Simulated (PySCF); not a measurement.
# Ionisation energy of Ge by level of theory

Ge [Ar] 3d10 4s2 4p2 (3P) → Ge⁺ [Ar] 3d10 4s2 4p1 (2P), as a difference of total energies. Computed with PySCF 2.14 in aug-cc-pVTZ-DK, with the spin-free X2C one-electron Hamiltonian (Gaussian nucleus). Correlated levels: valence: [Ar] 3d10 frozen. The calculations carry no spin-orbit coupling.

Task: Order these methods by the ionisation energy they give, lowest first.
A. UHF
B. CCSD(T) (valence)
C. SCS-MP2 (valence)
D. CCSD (valence)

Result: A (7.403 eV), C (7.680 eV), D (7.783 eV), B (7.813 eV).

Errors of the correlated levels include the incompleteness of this basis and the frozen core.

For comparison: 7.925 eV (measured; NIST levels, between the centres of gravity of the two terms).
